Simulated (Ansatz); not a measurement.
**Which is lower?**

The two ends of one reaction step of SiAsH$_{7}$SO, singlet (PBE0-D4/def2-TZVP).

A:

```
11
angstrom
Si 0.1332 -0.0953 -1.4633
S 0.8278 -1.5404 -0.0468
H -1.3390 -0.2672 -1.4238
H 0.5538 1.2718 -1.0962
O 0.7559 -0.3281 -2.9654
H 0.3418 1.0267 2.6048
As -1.0502 0.9278 2.0036
H 2.1092 -1.1385 -0.1034
H 0.6689 -1.2032 -3.3476
H -1.3308 -0.3916 2.7025
H -1.6707 1.7378 3.1358
```

B:

```
11
angstrom
Si -0.2958 0.0486 -1.1593
S 1.9242 -1.4822 1.4692
H -0.3747 -1.4374 -1.1540
H 1.1112 0.4909 -1.0264
O -0.7915 0.6737 -2.6062
H 1.3769 -1.6915 2.6762
As -1.7161 0.8247 0.5699
H 2.2876 -0.2313 1.7892
H -1.6926 0.4959 -2.8790
H -0.8544 0.1604 1.6323
H -0.9750 2.1481 0.6883
```

Computed with Ansatz 0.2.0 (basis: def2-TZVPP); correlated methods freeze the cores. Filled d shells of the heavier atoms are correlated. The def2 sets are not built for correlating such inner shells, so the correlated values are less sure here. B3LYP uses VWN-RPA correlation.

**Question.** Which structure is lower at CCSD(T), and by how much? (Judge from chemistry; the value comes from the calculation.)

**Answer.** The calculation gives: A, by 42.9 kJ/mol (electronic energy, against the other). By their contacts, A is a complex of SiH₄SO ([OH][SiH2][SH]) + AsH₃ and B is a complex of SiAsH₅O ([OH][SiH2][AsH2]) + H₂S.

All methods give the same order:

```tsv
method	E(B) − E(A) (kJ/mol)
SPW92	42.3
PBE-D4	40.5
BLYP-D4	42.9
r2SCAN-D4	43.9
B97M-V	48.5
PBE0-D4	41.7
B3LYP-D4	43.5
r2SCAN0-D4	44.0
BHLYP-D4	45.6
CAM-B3LYP-D4	44.6
wB97X-V	44.3
wB97M-V	45.3
B2PLYP	43.6
PBE-QIDH	43.9
RPA on PBE	41.4
HF	46.7
MP2	45.1
CCSD	42.7
CCSD(T)	42.9
```

T1 diagnostic: at most 0.012.

Labels in which every atom is bracketed show which atoms are joined, not bond orders.

For scale, one of the runs: CCSD(T)/def2-TZVPP, 261 basis functions, launched by `ansatz run in.yaml --threads 8 --pin off --events-out ev --progress --plain --max-ram 19148MiB`. Hardware: 8 CPU threads of an Intel Xeon Platinum 8259CL, shared host. Wall time 2.2 min; peak host memory 5.9 GiB.
